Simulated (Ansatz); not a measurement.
`CCC(F)CC(F)CC(F)CC(C)F`, 32 atoms. Hardware: 4 threads of Arm Neoverse V2 on a shared host.

Correlated methods freeze 14 core orbitals.

**Question.** How many basis functions does each of these Ansatz runs have, and roughly what does it cost? PBE0-D4/def2-SVP, charge 1 doublet at the geometry of the charge 0 singlet, energy; PBE-D4/def2-SVP, charge 0 triplet at the geometry of the charge 0 singlet, energy, from earlier orbitals; PBE-D4/def2-SVP, charge 1 doublet, energy, from earlier orbitals; PBE0-D4/def2-SVP, charge 0 singlet, energy, from earlier orbitals; MP2/def2-SVP, charge 0 singlet, energy, from earlier orbitals; PBE0-D4/def2-SVP, charge -1 doublet at the geometry of the charge 0 singlet, energy; PBE0-D4/def2-TZVP, charge 0 singlet, energy and forces, from earlier orbitals; PBE0-D4/def2-SVP, charge -1 doublet, energy, from earlier orbitals; r2SCAN-D4/def2-SVP, charge 1 doublet, relaxation, 8 steps; r2SCAN-D4/def2-SVP, charge 0 singlet, relaxation, 6 steps; r2SCAN-D4/def2-TZVP, charge 0 singlet, energy and forces, from earlier orbitals; PBE0-D4/def2-SVP, charge 1 doublet, energy, from earlier orbitals.

**Answer.** Other jobs shared the machine, so times can vary by a factor of up to 3.

| run | functions | fitting or Cholesky vectors | wall time | peak host memory (GiB) |
| --- | --- | --- | --- | --- |
| PBE0-D4/def2-SVP, charge 0 singlet, energy, from earlier orbitals | 286 | 3216 | 13 s | 1.8 |
| MP2/def2-SVP, charge 0 singlet, energy, from earlier orbitals | 286 | 2912 | 14 s | 1.1 |
| PBE-D4/def2-SVP, charge 1 doublet, energy, from earlier orbitals | 286 | 3216 | 14 s | 0.66 |
| PBE-D4/def2-SVP, charge 0 triplet at the geometry of the charge 0 singlet, energy, from earlier orbitals | 286 | 3216 | 22 s | 0.68 |
| PBE0-D4/def2-SVP, charge 1 doublet, energy, from earlier orbitals | 286 | 2914 | 22 s | 1.6 |
| r2SCAN-D4/def2-TZVP, charge 0 singlet, energy and forces, from earlier orbitals | 542 | 3216 | 30 s | 1.6 |
| PBE0-D4/def2-SVP, charge -1 doublet, energy, from earlier orbitals | 286 | 2911 | 40 s | 1.8 |
| PBE0-D4/def2-SVP, charge 1 doublet at the geometry of the charge 0 singlet, energy | 286 | 2912 | 41 s | 1.8 |
| PBE0-D4/def2-SVP, charge -1 doublet at the geometry of the charge 0 singlet, energy | 286 | 2912 | 48 s | 2 |
| r2SCAN-D4/def2-SVP, charge 0 singlet, relaxation, 6 steps | 286 | 3216 | 53 s | 0.57 |
| PBE0-D4/def2-TZVP, charge 0 singlet, energy and forces, from earlier orbitals | 542 | 3216 | 55 s | 3.3 |
| r2SCAN-D4/def2-SVP, charge 1 doublet, relaxation, 8 steps | 286 | 3216 | 2.5 min | 0.64 |
